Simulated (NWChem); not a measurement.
# SiH$_{2}$S$_{2}$F$_{2}$; SMILES F[Si](F)(S)S

```xyz
7

F     -0.1678    -1.2802    -1.3037
Si     0.0000     0.0000    -0.3439
F      0.1678     1.2802    -1.3037
S     -1.7831     0.0464     0.7858
S      1.7831    -0.0464     0.7858
H     -1.3462     1.0588     1.5675
H      1.3462    -1.0588     1.5675
```
Atoms are numbered in this order, from 1.

Results from NWChem. Medium grid unless said otherwise, to which SCAN and Minnesota functionals are sensitive. Coordinates come from a PBE0/def2-SVP optimisation. B3LYP is NWChem's, with the RPA form of VWN correlation.

Q: Order these by “dipole (D)”, lowest first: Hartree-Fock/def2-SVP; PBE/def2-SVP; BHandHLYP/def2-SVP; B3LYP/def2-SVP; PBE0/def2-SVP.

A: PBE/def2-SVP (2.21), B3LYP/def2-SVP (2.32), PBE0/def2-SVP (2.38), BHandHLYP/def2-SVP (2.49), Hartree-Fock/def2-SVP (2.61)
